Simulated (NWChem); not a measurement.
System: CH$_{6}$FNSi; SMILES C[Si@H](N)F

```xyz
10

C     -0.0338    -1.7358     0.1825
Si    -0.0709     0.0526    -0.3267
N      1.4276     0.7991     0.0379
F     -1.3333     0.7351     0.4624
H      0.7470    -2.2864    -0.3636
H      0.1692    -1.8307     1.2613
H     -1.0032    -2.2179    -0.0154
H     -0.3466     0.2715    -1.7723
H      1.8832     0.6434     0.9301
H      1.6521     1.7167    -0.3295
```
Atoms are numbered in this order, from 1.

All runs: NWChem. The geometry was optimised at PBE0/def2-SVP. Atomic charges in e: unrestrained fits to the electrostatic potential beside Mulliken populations; buried atoms are poorly determined by the fit.

Q: What does the run give for B3LYP/def2-SVP? Quantities: ESP C1; Mulliken C1; ESP Si2; Mulliken Si2; ESP N3; Mulliken N3; ESP F4; Mulliken F4; relative RMS misfit of the potential (%).

A: 
```yaml
ESP C1: -0.40
Mulliken C1: -0.26
ESP Si2: 1.02
Mulliken Si2: 0.73
ESP N3: -0.98
Mulliken N3: -0.36
ESP F4: -0.40
Mulliken F4: -0.36
relative RMS misfit of the potential (%): 28
```
